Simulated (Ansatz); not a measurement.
**Ligand exchange: SbH2Cl + BH(CH3)(SiH3) → SiH3(SbH2) + BH(CH3)Cl**

Species: SbH2Cl `[Cl][SbH2]`, singlet; BH(CH3)(SiH3), singlet; SiH3(SbH2), singlet; BH(CH3)Cl, singlet. The partners trade Cl for SiH3: Sb–Cl and B–SiH3 bonds give way to Sb–SiH3 and B–Cl.

Shapes, held fixed at every level: PBE0-D4/def2-TZVP. Programs: Ansatz 0.2.0. The zero-point and thermal change to 298 K, harmonic and unscaled (PBE0-D4/def2-TZVP), is +2.3 kJ/mol.

| level | kind | ΔH(298 K) (kJ/mol) | less CCSD(T)/def2-TZVPP | CPU time (sum over the molecules) |
| --- | --- | --- | --- | --- |
| HF/def2-SVP | Hartree–Fock | -103.1 | -0.5 | – |
| PBE-D4/def2-TZVPP | GGA | -95.8 | +6.8 | 16 s |
| r2SCAN-D4/def2-TZVPP | meta-GGA | -97.8 | +4.8 | 28 s |
| BHLYP-D4/def2-TZVPP | global hybrid | -92.9 | +9.7 | 16 s |
| PBE0-D4/def2-TZVPP | global hybrid | -98.6 | +4.0 | 16 s |
| r2SCAN0-D4/def2-TZVPP | global hybrid | -101.4 | +1.2 | 27 s |
| CCSD/def2-SVP | coupled cluster or CI | -117.0 | -14.4 | – |
| CCSD(T)/def2-TZVPP | coupled cluster or CI | -102.6 | 0.0 | 3.3 min |

The highest level, CCSD(T)/def2-TZVPP, gives ΔH(298 K) = -102.6 kJ/mol; the levels span -117.0 to -92.9. The column of differences is taken from that level and isn't an error. No measured value is set beside it here. For atoms past krypton def2 sets carry core potentials with scalar relativity. Outer-core shells of Sb are correlated in most correlated rows, in sets that cover them unevenly. Times are processor times on shared x86 and Arm servers, and rough.
